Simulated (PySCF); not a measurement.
A side-by-side comparison of computed properties.

First species: C₄H₁₁F₂NSi.
Z-matrix (Å and degrees, GFN2-xTB geometry), rows numbered from 1:
```
C 
N   1  1.4471
C   2  1.4429  1  111.79
Si  2  1.7133  1  123.87  3  -154.70
C   4  1.9228  2  107.50  1   -40.69
F   5  1.3906  4  110.67  2    72.90
C   5  1.5203  4  111.86  2  -168.73
F   7  1.3692  5  109.77  4    61.89
H   1  1.0849  2  110.49  3   179.07
H   1  1.0955  2  111.34  3    58.59
H   1  1.0935  2  109.50  3   -60.96
H   3  1.0955  2  111.55  1   -63.43
H   3  1.0926  2  109.78  1    56.51
H   3  1.0857  2  109.72  1   176.29
H   4  1.4601  2  106.43  1  -157.21
H   4  1.4756  2  117.53  1    77.22
H   5  1.0949  4  112.62  2   -45.24
H   7  1.0943  5  110.72  4   -56.50
H   7  1.0961  5  111.72  4  -179.17
```

Second species: C3H10F3NSi2.
Geometry (GFN2-xTB, Å), atoms numbered from 1 in this order:
```
atom  x, y, z in Å
C1    -1.8468   -1.0288   -1.6747
Si2   -0.7756    0.1655   -0.6558
Si3   -1.8325    0.9591    1.2441
N4     0.5411   -0.8555   -0.1447
C5     1.5124   -0.4587    0.8225
C6     2.5430    0.5247    0.2641
F7     3.1332    0.0583   -0.8467
F8     2.0001    1.7075   -0.0588
F9     3.5247    0.7811    1.1432
H10   -1.3208   -1.4099   -2.5452
H11   -2.1686   -1.8820   -1.0852
H12   -2.7379   -0.5225   -2.0302
H13   -0.3268    1.2321   -1.5767
H14   -2.8722    1.9346    0.9097
H15   -0.9218    1.6387    2.1764
H16   -2.4886   -0.0892    2.0347
H17    0.9394   -1.4658   -0.8446
H18    1.0163    0.0418    1.6573
H19    2.0715   -1.3216    1.2032
```

Levels: PBE0/pcSseg-1 for dipole moment, HOMO energy, LUMO energy and HOMO–LUMO gap; GFN2-xTB for rotational constant A and rotational constant C. Geometries: GFN2-xTB. Each structure is a single optimised conformer of the isolated species, non-relativistic unless stated. Electronic properties by PySCF.

Dipoles, sizes and rotational constants follow the conformer. The torsions of the flexible species, by atom-mapped SMILES:
- `[CH3:1][N:2]([CH3:3])[SiH2:4][C@@H:5]([F:6])[CH2:7][F:8]`: C1–N2–Si4–C5 -41°, N2–Si4–C5–F6 73°, Si4–C5–C7–F8 62°
- `[CH3:1][Si@@H:2]([SiH3:3])[NH:4][CH2:5][C:6]([F:7])([F:8])[F:9]`: C1–Si2–N4–C5 -170°, Si2–N4–C5–C6 -76°, N4–C5–C6–F7 -54°

| property | column X | column Y |
| --- | --- | --- |
| dipole moment | 2.06 D | 1.18 D |
| HOMO energy | -7.29 eV | -6.47 eV |
| LUMO energy | -0.03 eV | 0.60 eV |
| HOMO–LUMO gap | 7.26 eV | 7.07 eV |
| rotational constant A | 1.797 GHz | 2.807 GHz |
| rotational constant C | 0.541 GHz | 0.758 GHz |

Which column belongs to which species?

Column X is the second species and column Y the first. The first has 19 atoms and 74 electrons, the second 19 and 90.

How does each property change from the first species to the second?

dipole moment +0.88 D; HOMO energy -0.82 eV; LUMO energy -0.63 eV; HOMO–LUMO gap +0.19 eV; rotational constant A -1.010 GHz; rotational constant C -0.217 GHz.

On the first: The dipole equals about 3.9 × 10⁻³⁰ C·m (1 D = 3.33564 × 10⁻³⁰ C·m).

On the second: The dipole equals about 6.9 × 10⁻³⁰ C·m (1 D = 3.33564 × 10⁻³⁰ C·m).
